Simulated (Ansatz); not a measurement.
Program: Ansatz. Geometries: PBE0-D4/def2-TZVP. ΔE: electronic, gas phase. CCSD(T)/CBS adds triple-zeta CCSD(T) − MP2 to the extrapolated MP2 energy (def2 sets, frozen cores). This one scheme is used for every species. DFT in def2-TZVPP. B3LYP here is the variant with VWN-RPA as its local correlation; programs differ in this. Triplets are unrestricted, without spin–orbit coupling. One conformer a species, not always the lowest.

Consider the formal loss of a carbene: `C[SiH2]C(O)F` → `[CH2]` (triplet) + `OC(F)[SiH3]`.

```json
{"level": "r2SCAN-D4", "ΔE (eV)": "4.79", "difference from CCSD(T)/CBS": "-0.21"}
{"level": "B3LYP-D4", "ΔE (eV)": "4.92", "difference from CCSD(T)/CBS": "-0.08"}
{"level": "ωB97X-V", "ΔE (eV)": "5.10", "difference from CCSD(T)/CBS": "0.10"}
{"level": "B2PLYP", "ΔE (eV)": "4.89", "difference from CCSD(T)/CBS": "-0.11"}
{"level": "PBE", "ΔE (eV)": "4.99", "difference from CCSD(T)/CBS": "-0.01"}
{"level": "HF/def2-TZVPP", "ΔE (eV)": "3.43", "difference from CCSD(T)/CBS": "-1.57"}
{"level": "MP2/def2-TZVPP", "ΔE (eV)": "5.03", "difference from CCSD(T)/CBS": "0.03"}
{"level": "CCSD(T)/def2-TZVPP", "ΔE (eV)": "4.87", "difference from CCSD(T)/CBS": "-0.13"}
{"level": "SCS-MP2/def2-QZVPP", "ΔE (eV)": "5.09", "difference from CCSD(T)/CBS": "0.09"}
{"level": "HF/CBS(def2)", "ΔE (eV)": "3.43", "difference from CCSD(T)/CBS": "-1.57"}
{"level": "CCSD(T)/CBS", "ΔE (eV)": "5.00", "difference from CCSD(T)/CBS": "0"}
```

Largest T1 diagnostic among the species: 0.012.

In def2-TZVPP, CCSD(T) changes the Hartree–Fock value by +1.44 eV (the triples alone add +0.12 eV) and MP2 by +1.60 eV. From PBE to PBE0 (25 % exact exchange), in def2-TZVPP and without D4, ΔE moves by −0.07 eV. The D4 term adds +0.11 eV with B3LYP and +0.06 eV with PBE0; it sums over pairs of atoms, weighted by their polarisabilities, and B3LYP, whose exchange is more repulsive, gets the larger term.
